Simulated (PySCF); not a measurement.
# Solvent effects on NMR parameters

Mapped SMILES: `[CH2:1]=[CH:2][B:3]1[CH:4]=[CH:5][CH:6]=[CH:7][CH:8]=[CH:9]1`; H(Xn) means a hydrogen on atom n. Ha(C1) is cis to B3; Hb(C1) is trans to B3.

GIAO PBE0/pcSseg-1 in PySCF 2.14.0 with density-fitted response routines on one PBE0-D3(BJ)/def2-SVP conformer, non-relativistic, equivalent nuclei averaged. Solvents enter as an IEF-PCM continuum (cyclohexane with ε = 2.0, chloroform with ε = 4.7) around the gas-phase geometry. Shifts are referred to TMS, BF3·OEt2 computed in the same medium.

Gas phase, δ in ppm: C4/C9 161.0, C5/C8 154.5, C2 154.3, C6/C7 142.8, C1 142.3, B3 40.8, H(C4)/H(C9) 8.28, H(C5)/H(C8) 8.03, H(C6)/H(C7) 7.36, H(C2) 7.11, Ha(C1) 6.87, Hb(C1) 6.43. Dipole moment 1.50 D.

**Question.** How does each δ change in the continuum?

**Answer.** 
```csv
atoms,environment,"Δδ, cyclohexane","Δδ, chloroform"
C4/C9,alkene CH,+0.1,+0.1
C5/C8,alkene CH,+1.1,+2.2
C2,alkene CH,+0.5,+0.8
C6/C7,alkene CH,+1.0,+1.9
C1,terminal =CH2 carbon,+0.8,+1.6
B3,"boron bonded to 3 C, in a 7-membered ring",+0.2,+0.3
H(C4)/H(C9),hydrogen on an alkene CH,+0.05,+0.09
H(C5)/H(C8),hydrogen on an alkene CH,+0.11,+0.20
H(C6)/H(C7),hydrogen on an alkene CH,+0.13,+0.24
H(C2),hydrogen on an alkene CH,+0.04,+0.07
Ha(C1),hydrogen on a terminal =CH2 carbon,+0.07,+0.14
Hb(C1),hydrogen on a terminal =CH2 carbon,+0.06,+0.11
```

Changes are relative to the gas phase. The dipole moment becomes 1.74 D in cyclohexane, 1.95 D in chloroform.

**Question.** Which of the listed nuclei move most (in ppm), and what does the model miss?

**Answer.** C5/C8 (alkene CH, +2.2 ppm) in chloroform. A continuum only polarises the solute; specific hydrogen bonds, the anisotropy of aromatic solvents and changes of geometry or conformer are outside it.
